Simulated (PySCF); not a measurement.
B2H4, SMILES B[BH2-], charge -1, multiplicity 2. Atoms are numbered in the order given.

```xyz
6

B      0.0000     0.0000     0.8215
B      0.0000     0.0000    -0.8215
H      0.0000     1.0195     1.5014
H      0.0000    -1.0195     1.5014
H      0.0000     1.0195    -1.5014
H      0.0000    -1.0195    -1.5014
```
Charge -1, spin multiplicity 2.

Coordinates come from a r2SCAN-D4/def2-TZVPD optimisation.

Two levels are set side by side: PBE/pcH-1 (PySCF) and B3LYP/pcH-1 (PySCF). Contact hyperfine couplings, same geometry. Differences are taken from unrounded values.

```csv
quantity,B3LYP,PBE,PBE minus B3LYP
"A(iso) of 11B, atom B1 (MHz)",3.7,3.8,0.1
"A(iso) of 11B, atom B2 (MHz)",3.7,3.8,0.1
"A(iso) of 1H, atom H3 (MHz)",-22.7,-27.2,-4.5
"A(iso) of 1H, atom H4 (MHz)",-22.7,-27.2,-4.5
"A(iso) of 1H, atom H5 (MHz)",-22.7,-27.2,-4.5
"A(iso) of 1H, atom H6 (MHz)",-22.7,-27.2,-4.5
```

Rough cost on one machine, each run with all the roots and properties that it gave: B3LYP against PBE within a factor of 2.
